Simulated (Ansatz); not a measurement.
Si₂N₂O. Charge 0, multiplicity 1. Geometry r2SCAN-D4/def2-SVP.

```xyz
5

Si    0.2895   -0.2104    1.5800
Si   -0.2875    0.2096   -1.5807
N    -0.5789    0.4181   -3.1147
N     0.0162   -0.0097    0.0481
O     0.5607   -0.4075    3.0674
```

The restricted singlet is unstable towards broken spin symmetry in Hartree–Fock (as tested in another run); at PBE-D4/def2-TZVP, BLYP-D4/def2-TZVP, r2SCAN-D4/def2-TZVP, PBE0-D4/def2-TZVP and others this wasn't settled. Another isomer (singlet) lies 2.68 eV lower at PBE0-D4/def2-TZVP; other spin states weren't run for this one.

Estimate the orbital energies around the gap (eV) in Ansatz with PBE-D4/def2-TZVP, BLYP-D4/def2-TZVP, r2SCAN-D4/def2-TZVP, PBE0-D4/def2-TZVP, ωB97M-V/def2-TZVP.


```csv
orbital,PBE-D4/def2-TZVP,BLYP-D4/def2-TZVP,r2SCAN-D4/def2-TZVP,PBE0-D4/def2-TZVP,ωB97M-V/def2-TZVP
HOMO−9,-18.44,-18.22,-19.39,-20.82,-23.35
HOMO−8,-14.52,-14.33,-15.05,-16.38,-18.86
HOMO−7,-10.99,-10.81,-11.41,-12.71,-15.15
HOMO−6,-9.87,-9.69,-10.28,-11.52,-14.07
HOMO−5,-9.87,-9.69,-10.28,-11.52,-14.07
HOMO−4,-8.94,-8.77,-9.33,-10.51,-12.89
HOMO−3,-8.94,-8.77,-9.33,-10.51,-12.89
HOMO−2,-7.78,-7.61,-7.99,-8.89,-10.96
HOMO−1,-6.17,-6.00,-6.35,-7.21,-9.30
HOMO,-6.17,-6.00,-6.35,-7.21,-9.30
LUMO,-5.08,-4.98,-4.93,-4.27,-2.32
LUMO+1,-2.91,-2.82,-2.70,-2.06,-0.12
LUMO+2,-2.83,-2.69,-2.62,-2.06,-0.12
LUMO+3,-2.83,-2.69,-2.62,-1.89,0.18
LUMO+4,-0.83,-0.73,-0.47,0.09,1.92
LUMO+5,-0.83,-0.73,-0.47,0.09,1.92
```
